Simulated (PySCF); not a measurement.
# Ionisation energy of Ar²⁺ by level of theory

Ar²⁺ [Ne] 3s2 3p4 (3P) → Ar³⁺ [Ne] 3s2 3p3 (4S), as a difference of total energies. Computed with PySCF 2.14 in dyall-av2z (13s9p2d, 50 functions), with no relativity, point nucleus. Correlated levels: valence: [Ne] frozen; virtual orbitals above 40 to 60 times the deepest correlated orbital energy dropped. The calculations carry no spin-orbit coupling.

| method | ionisation energy (eV) |
| --- | --- |
| UHF | 39.274 |
| LDA | 40.784 |
| PBE | 40.658 |
| PBE0 | 40.646 |
| r2SCAN | 40.576 |
| r2SCANh | 40.570 |
| TPSS | 40.718 |
| B97-3 | 40.714 |
| PBEsol | 40.555 |
| MP2 (valence) | 39.835 |
| SCS-MP2 (valence) | 39.868 |

Task: How much does correlation contribute at MP2 (valence)?

Result: 39.835 − (39.274) = 0.561 eV, measured against UHF.

A first-order spin-orbit estimate (lowest level to lowest level, LS coupling) adds 0.061 eV.

Errors of the correlated levels include the incompleteness of this basis and the frozen core.

For comparison: 40.735 ± 0.012 eV (semi-empirical (NIST evaluation); NIST Atomic Spectra Database, ionization energies).
